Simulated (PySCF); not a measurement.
Isomers of C5H4F4O. The calculation used TDDFT PBE0/def2-SVPD, vertical, gas phase, core orbitals frozen in the response in PySCF 2.14.0, density-fitted response routines. Geometries: GFN2-xTB; one conformer of each isolated species. Triplets are in the Tamm–Dancoff approximation.

A. `C/C=C(/C(=O)F)C(F)(F)F`
B. `FC(=C(C(OCF)=C)F)F`
C. `O=C(F)C1(C(F)(F)F)CC1`
D. `F[C@H]1C=C(OC(F)(F)F)C1`

Lowest singlet levels (six at most, fewer where fewer were computed) with oscillator strengths:

1. 202 nm (f 0.000); 160 nm (f 0.007); 160 nm (f 0.203); 142 nm (f 0.001); 141 nm (f 0.015); 138 nm (f 0.022); T1 5.58 eV
2. 212 nm (f 0.520); 199 nm (f 0.002); 194 nm (f 0.079); 185 nm (f 0.008); 179 nm (f 0.024); 167 nm (f 0.013); T1 3.35 eV
3. 242 nm (f 0.000); 199 nm (f 0.465); 179 nm (f 0.001); 162 nm (f 0.000); 159 nm (f 0.029); 154 nm (f 0.000); T1 3.76 eV
4. 176 nm (f 0.192); 165 nm (f 0.008); 162 nm (f 0.012); 157 nm (f 0.020); 153 nm (f 0.007); 150 nm (f 0.017); T1 4.45 eV

**Question.** Which spectrum belongs to which structure?

**Answer.** 1 = C, 2 = B, 3 = A, 4 = D.
- A: S1 at 5.12 eV, HOMO-1→LUMO (96%); Löwdin shares by element: HOMO carbon 69% or more, oxygen 10% (atoms not listed hold the other 21%); LUMO carbon 64% or more, oxygen 15% (atoms not listed hold the other 22%); HOMO -9.11 and LUMO -2.50 eV.
- B: S1 at 5.85 eV, HOMO→LUMO (96%); Löwdin shares by element: HOMO carbon 73% or more (atoms not listed hold the other 27%); LUMO carbon 74% or more (atoms not listed hold the other 26%); HOMO -7.13 and LUMO -1.10 eV; point group Cs.
- C: S1 at 6.14 eV, HOMO→LUMO (98%); Löwdin shares by element: HOMO oxygen 66%, carbon 17% or more, fluorine 10% or more; LUMO carbon 44% or more, oxygen 28%, fluorine 10% or more (atoms not listed hold the other 17%); HOMO -9.61 and LUMO -1.11 eV; point group Cs, 1 of its 6 listed states under f = 0.0005.
- D: S1 at 7.03 eV, HOMO→LUMO (93%); Löwdin shares by element: HOMO carbon 68% or more, oxygen 12% (atoms not listed hold the other 20%); LUMO carbon 62% or more, oxygen 9%, hydrogen 6% or more (atoms not listed hold the other 22%); HOMO -7.99 and LUMO -0.36 eV.
